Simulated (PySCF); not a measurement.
Several orderings of computed values.

All species are isolated and taken at one optimised geometry, non-relativistic unless stated. Electronic properties by PySCF.

Dipoles, sizes and rotational constants follow the conformer. The torsions of the flexible species, by atom-mapped SMILES:
- `[CH2:1]=[C:2]1[CH:3]=[C:4]([CH2:5][C:6]#[N:7])[C:8]1=[CH2:9]`: C3–C4–C5–C6 119°
- `[CH:1]#[C:2][CH2:3][c:4]1[cH:5][cH:6][n:7][cH:8][cH:9]1`: C2–C3–C4–C5 91°
- `[CH2:1]=[CH:2][CH2:3][C@H:4]1[CH2:5][NH:6]1`: C1–C2–C3–C4 122°, C2–C3–C4–C5 82°
- `[CH2:1]=[CH:2]/[N:3]=[CH:4]\[CH2:5][CH3:6]`: C1–C2–N3–C4 -61°, N3–C4–C5–C6 -134°

(1) Rank by electronic spatial extent ⟨r²⟩ about the centre of nuclear charge, highest first (PBE0/def2-SVPD at GFN2-xTB geometries).
A. `n1ccc(cc1)CC#C`
B. `C=C1C=C(CC#N)C1=C`
C. `Cc1ccccc1C#N`
D. `CC#CC1=CC=CC=N1`

(2) Rank by smallest rotational constant, highest first (GFN2-xTB).
A. `C#CCc1ccncc1`
B. `c1ccn2cccc2c1`
C. `CC#Cc1ccncc1`
D. `C=CC[C@H]1CN1`
E. `C=C1C=C(CC#N)C1=C`

(3) Rank by HOMO–LUMO gap, highest first (PBE0/def2-SVPD at GFN2-xTB geometries).
A. `C#CCc1ccncc1`
B. `C(=C)C[C@@H]1NC1`
C. `CC#Cc1ccncc1`
D. `CC#Cc1ccccn1`
E. `CC1=CC=CC=C1C#N`

(4) Rank by static isotropic polarisability, highest first (PBE0/def2-SVPD at GFN2-xTB geometries).
A. `C=C/N=C\CC`
B. `C#CCC1=CC=NC=C1`
C. `Cc1ccccc1C#N`
D. `c1(C#CC)ccncc1`
E. `C=CC[C@H]1CN1`
F. `C=C1C=C(CC#N)C1=C`

(5) Rank by dipole moment, highest first (PBE0/def2-SVPD at GFN2-xTB geometries).
A. `c1cc(CC#C)ccn1`
B. `C=CC[C@H]1CN1`
C. `CC1=CC=CC=C1C#N`
D. `CC#CC1=CC=CC=N1`

(6) By how much do the two ends of that ranking differ?

(7) Rank by lowest singlet excitation, highest first (TDDFT PBE0/def2-SVPD at GFN2-xTB geometries).
A. `C=C/N=C\CC`
B. `C=CC[C@H]1CN1`
C. `CC#Cc1ccccn1`
D. `C#CCC1=CC=NC=C1`
E. `CC#Cc1ccncc1`
F. `c1ccc(c(c1)C#N)C`

(8) Give the two extremes of that set as wavelengths.

## Answers

(1) D (1495 bohr²), B (1284 bohr²), A (1220 bohr²), C (1124 bohr²).

(2) D (1.715 GHz), B (1.199 GHz), A (0.986 GHz), E (0.909 GHz), C (0.733 GHz).

(3) B (7.46 eV), A (6.49 eV), E (6.07 eV), C (5.85 eV), D (5.69 eV).

(4) D (103.2 au), F (99.7 au), C (95.3 au), B (93.6 au), A (71.0 au), E (67.4 au).

(5) C (4.35 D), A (2.20 D), D (1.86 D), B (1.41 D).

(6) By 2.94 D, between `Cc1ccccc1C#N` and `C=CC[C@H]1CN1`.

(7) B (6.47 eV), F (5.08 eV), D (4.86 eV), C (4.66 eV), E (4.54 eV), A (4.36 eV).

(8) `C=C/N=C\CC`: 284 nm; `C=CC[C@H]1CN1`: 192 nm.
